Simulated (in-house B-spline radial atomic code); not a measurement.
Solving the quasi-particle equation for 5d up of the mercury ion Hg⁷⁺

Configuration [Xe] 4f14 5d5, highest spin, start PBE; correlation leaves out the 11 deepest shells, empty levels kept to 384 hartree. Computed with an all-electron radial atomic-structure program (B-spline basis): all electrons, scalar-relativistic (spin-free one-electron X2C), finite nucleus, each spin shell either full or empty, empty states to l = 9 with an (l + 1/2)⁻⁴ tail; G0W0 by contour deformation at full frequency.

At the mean-field level ε = -108.399 eV the matrix elements are Σx = -43.215 eV, v_xc = -33.939 eV and Σc(ε) = -0.504 eV, and the slope of the correlation self-energy is dΣc/dω = -0.0281. The quasi-particle energy solves E = ε + Σx − v_xc + Σc(E).

Question: What does the linearised equation give?

Answer: Z = 1/(1 − dΣc/dω) = 1/1.0281 = 0.9727. The first-order shift is Σx − v_xc + Σc(ε) = -43.215 − (-33.939) + (-0.504) = -9.780 eV, so E ≈ ε + Z × shift = -108.399 + 0.9727 × (-9.780) = -117.912 eV.

Question: How does that compare with the full solution and with static screening?

Answer: Solving the equation at full frequency dependence gives E = -117.895 eV, where Σc = -0.220 eV and the weight is 0.969; the linearised value is off by 17 meV. Leaving Z out would give -118.179 eV. Static COHSEX puts -2.585 eV in place of Σc and gives -120.260 eV, 2.36 eV deeper.
